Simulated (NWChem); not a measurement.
# CaO; SMILES [O]=[Ca]

Computed with NWChem. The geometry was optimised at B3LYP/6-31G* (spherical d). B3LYP is NWChem's, with the RPA form of VWN correlation. Vertical excitations in the gas phase; the lowest state need not have the same character in each row.

```tsv
level	lowest excitation, singlet (eV)	oscillator strength of that lowest state	lowest state with f > 0.02, singlet (eV)	oscillator strength of that bright state	orbital gap (eV)
PBE/def2-SVPD, TDA	0.90	0.002	2.07	0.104	0.84
B3LYP/def2-SVPD, TDA	0.92	0.002	1.97	0.101	1.97
Hartree-Fock/def2-SVPD, CIS	[?]	0.006	[?]	[?]	[?]
BHandHLYP/def2-SVPD, TDA	1.07	0.002	1.93	0.093	3.63
```

**Question.** Complete the blanks.

**Answer.** 
- Hartree-Fock/def2-SVPD, CIS, lowest excitation, singlet (eV): 1.58
- Hartree-Fock/def2-SVPD, CIS, lowest state with f > 0.02, singlet (eV): 2.35
- Hartree-Fock/def2-SVPD, CIS, oscillator strength of that bright state: 0.070
- Hartree-Fock/def2-SVPD, CIS, orbital gap (eV): 6.00
